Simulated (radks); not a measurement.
Question: Coherent X-ray form factor from a spherical all-electron density. Method: Dirac Kohn-Sham, BLYP, spin-unpolarised, spherical densities, finite nucleus; Fermi nuclear charge, rms radius of each element as measured or else 0.836 A^(1/3) + 0.57 fm; computed with a radial shooting solver on a logarithmic mesh with Libxc functionals.

| sin(theta)/lambda (1/angstrom) | f0 (electrons) |
|---|---|
| 0.05 | 41.002 |
| 0.1 | 38.627 |
| 0.15 | 35.847 |
| 0.2 | 33.142 |
| 0.25 | 30.646 |
| 0.3 | 28.396 |
| 0.4 | 24.657 |
| 0.5 | 21.813 |
| 0.6 | 19.587 |
| 0.8 | 16.010 |
| 1 | 12.957 |
| 1.25 | 9.905 |
| 1.5 | 7.848 |
| 2 | 5.821 |

The species is in the configuration that NIST lists as its ground one. Which atom or ion scatters so?

Answer: Neutral molybdenum, [Kr] 4d5 5s1. Extrapolating in s^2 from the first two rows gives f0(0) = 41.8, near the electron count 42; among species with that count, the fall with angle is slower the higher Z, and the table is that of Z = 42; from so few rows the species is fixed only to a neighbour or two.
